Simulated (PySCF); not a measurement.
Order these species by their calculated properties.

Each SMILES stands for a single optimised conformer of the isolated species (atoms past krypton carry core potentials, spin–orbit coupling is left out); the electronic structure was computed with PySCF and density fitting.

The conformers computed, where there is a choice (atom-mapped SMILES and torsion angles):
- `[OH:1][c:2]1[cH:3][cH:4][cH:5][c:6]([Cl:7])[cH:8]1`: H–O1–C2–C3 180°
- `[CH3:1][CH:2]([CH3:3])/[CH:4]=[C:5](\[Cl:6])[O:7][CH:8]=[O:9]`: C1–C2–C4–C5 114°, C4–C5–O7–C8 109°, C5–O7–C8–O9 -3°
- `[CH2:1]=[CH:2][C:3]1=[CH:4][C@@H:5]1[O:6][C:7]([CH3:8])=[O:9]`: C1–C2–C3–C4 179°, C4–C5–O6–C7 -150°, C5–O6–C7–C8 -177°
- `[CH3:1][Si:2]([CH3:3])([CH3:4])[NH:5][Si:6]([CH3:7])([CH3:8])[CH3:9]`: C1–Si2–N5–Si6 82°, Si2–N5–Si6–C7 78°
- `[CH2:1]=[CH:2][C:3](=[O:4])[O-:5]`: C1–C2–C3–O4 -178°

The conformers of `CC[C@H](O)C[P@@](C)(=S)c1ccccc1` aren't listed.

(1) Rank by static isotropic polarisability, highest first (B3LYP/def2-SVPD at PBE0-D3(BJ)/def2-SVP geometries).
A. `O=C(O[C@H]1C=C1C=C)C`
B. `c1cc([P@@](C)(C[C@H](CC)O)=S)ccc1`
C. `[CH3][Mg][CH3]`
D. `Oc1cccc(Cl)c1`
E. `C#CC#C/C=C\C#CC`
F. `C[CH2][Sn]([CH3])([CH3])[CH3]`
G. `CC(C)/C=C(\Cl)OC=O`

(2) Rank by lowest singlet excitation, lowest first (TDDFT B3LYP/def2-SVPD at PBE0-D3(BJ)/def2-SVP geometries).
A. `CC[C@H](O)C[P@@](C)(=S)c1ccccc1`
B. `C=CC1=C[C@@H]1OC(C)=O`
C. `[CH3][Mg][CH3]`
D. `[CH3][Sn]([CH3])([CH2]C)[CH3]`
E. `Oc1cccc(Cl)c1`
F. `C(#C)C#C/C=C\C#CC`

(3) Rank by HOMO energy, highest first (B3LYP/def2-SVPD at PBE0-D3(BJ)/def2-SVP geometries).
A. `C[CH2][Sn]([CH3])([CH3])[CH3]`
B. `CC[C@H](O)C[P@@](C)(=S)c1ccccc1`
C. `c1c(O)cccc1Cl`
D. `CC(C)/C=C(\Cl)OC=O`
E. `C#CC#C/C=C\C#CC`

(4) Rank by HOMO–LUMO gap, highest first (B3LYP/def2-SVPD at PBE0-D3(BJ)/def2-SVP geometries).
A. `CC(C)/C=C(\Cl)OC=O`
B. `[CH3][Mg][CH3]`
C. `C#CC#C/C=C\C#CC`
D. `O=C(O[C@H]1C=C1C=C)C`

(5) By how much do the two ends of that ranking differ?

(6) Rank by electronic spatial extent ⟨r²⟩ about the centre of nuclear charge, highest first (B3LYP/def2-SVPD at PBE0-D3(BJ)/def2-SVP geometries).
A. `Oc1cccc(Cl)c1`
B. `[CH3][Mg][CH3]`
C. `C#CC#C/C=C\C#CC`
D. `CC(C)/C=C(\Cl)OC=O`
E. `C=CC1=C[C@@H]1OC(C)=O`

(7) By how much do the two ends of that ranking differ?

(8) Rank by smallest rotational constant, lowest first (PBE0-D3(BJ)/def2-SVP).
A. `CC(C)/C=C(\Cl)OC=O`
B. `C=CC1=C[C@@H]1OC(C)=O`
C. `C=CC(=O)[O-]`
D. `c1(Cl)cn[nH]c1`
E. `[Mg]([CH3])[CH3]`
F. `C[Si](C)(C)N[Si](C)(C)C`

(9) By how much do the two ends of that ranking differ?

Answers

(1) B (180.4 au), E (130.5 au), F (105.5 au), G (96.6 au), A (91.0 au), D (88.7 au), C (57.4 au).

(2) F (3.76 eV), A (4.28 eV), E (4.95 eV), C (5.07 eV), B (5.23 eV), D (6.16 eV).

(3) E (-6.23 eV), B (-6.36 eV), C (-6.62 eV), A (-7.03 eV), D (-7.14 eV).

(4) A (6.14 eV), B (5.64 eV), D (5.42 eV), C (4.08 eV).

(5) By 2.06 eV, between `CC(C)/C=C(\Cl)OC=O` and `C#CC#C/C=C\C#CC`.

(6) C (1803 bohr²), D (1714 bohr²), E (1282 bohr²), A (1191 bohr²), B (409 bohr²).

(7) By 1394 bohr², between `C#CC#C/C=C\C#CC` and `[CH3][Mg][CH3]`.

(8) F (0.659 GHz), A (0.719 GHz), B (0.927 GHz), D (1.678 GHz), C (3.178 GHz), E (3.437 GHz).

(9) By 2.778 GHz, between `[CH3][Mg][CH3]` and `C[Si](C)(C)N[Si](C)(C)C`.
